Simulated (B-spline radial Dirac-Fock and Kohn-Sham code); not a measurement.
Method: ΔSCF Dirac-Fock with Breit, self-energy and vacuum polarisation, finite nucleus, configuration average. Computed with a radial finite-basis atomic code. Free atoms and ions in their tabulated ground configurations, energies from the vacuum level.

Question: Order these levels by binding energy, lowest first.
A. Tm⁷⁺ 4d3/2
B. Re 4p1/2
C. Ir³⁺ 4d3/2
D. Ag³⁺ 3p3/2
E. Lu⁴⁺ 4p1/2
F. Cl⁷⁺ 2p3/2

Answer: A (309.0 eV), F (346.7 eV), C (359.6 eV), E (479.1 eV), B (534.7 eV), D (625.6 eV).
